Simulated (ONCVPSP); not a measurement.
N (Z = 7): from the effect back to the setting (ONCV)

Base potential:

nitrogen, optimised norm-conserving Vanderbilt (ONCV), made with ONCVPSP 4.0.1 (PBEsol, non-relativistic). Core [He], reference 2s2 2p2 (charge +1). Waves: 2s: rc 1.10 bohr, ncon 3, nbas 8, qcut 4.9 1/bohr, 1 projector; 2p: rc 1.40 bohr, ncon 4, nbas 8, qcut 11.8 1/bohr, 2 projectors, debl 2 Ha; d scattering state at 0.24 Ha: rc 1.25 bohr, ncon 5, nbas 8, qcut 8 1/bohr, 2 projectors, debl 2 Ha. Local part: polynomial inside 0.95 bohr (lpopt 5, dvloc0 0 Ha). Core correction: Teter function, fcfact 4.5, rcfact 1.1.

Cutoffs, loose and tight: the cutoffs (Ha) at which the residual kinetic energy of the hardest occupied pseudo-wave falls to 1 and 0.1 mHa per electron. They do not see the model core or the augmentation charge, which bear on the density cutoff. Test errors are all-electron minus pseudo excitation energies from the reference, over the configurations 2s2 2p3; 2s2 2p1; 2s2 2p0; 2s2 2p2.5; variants that change the core or the reference have their own tests.

Only the s radius is moved:

```csv
s radius (bohr),"cutoff, loose","cutoff, tight",bound ghosts,largest test error (meV),median size of the test errors
0.78,253 Ha,403 Ha,none,+316,25.7 meV
0.88,214 Ha,336 Ha,none,+340,28.4 meV
1.06,105 Ha,221 Ha,none,+397,34.9 meV
1.16,53 Ha,153 Ha,none,+430,39.2 meV
1.26,37 Ha,119 Ha,none,+465,43.4 meV
1.4,37 Ha,81 Ha,none,+509,49.2 meV
1.48,37 Ha,46 Ha,none,+533,52.8 meV
1.58,37 Ha,46 Ha,none,+561,55.9 meV
```

Q: One more run gave cutoff, loose: 166 Ha; cutoff, tight: 268 Ha; bound ghosts: none; largest test error (meV): +370; median size of the test errors: 31.9 meV. Which value of the s radius was used?

A: 0.98 bohr. The median size of the test errors moves one way along this sweep, from 25.7 meV at 0.78 to 55.9 meV at 1.58 bohr, which places the run between 0.88 and 1.06 bohr.
